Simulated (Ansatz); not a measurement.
System: SbCl2, net charge 0, doublet state. It need not be the lowest isomer of its formula. SMILES: [Cl][Sb][Cl]
Geometry from a B3LYP-D3(BJ)/def2-TZVP (Ansatz, a first-principles code) optimisation:
```xyz
3

Sb    -0.3350    -0.1782     0.4828
Cl    -0.3456     1.8508    -0.7281
Cl     1.3505    -1.3162    -0.7202
```
Charge 0, spin multiplicity 2.

Parts of the frozen-core correlation energy in def2-TZVPP (Ansatz, hartree). Frozen orbitals: 19; correlated occupied orbitals by spin: 10 and 9; virtual: 105 and 106. UHF or UKS for open shells. No spin-orbit coupling. In def2 rows, elements after Kr have scalar-relativistic effective core potentials.

```csv
term,value
reference (HF),-1158.36702
MP2 opposite-spin,-0.35068
MP2 same-spin,-0.11847
CCSD correlation,-0.50861
(T),-0.02324
T1 diagnostic,0.015
largest doubles amplitude,0.046
<S^2> of the reference,0.768
```
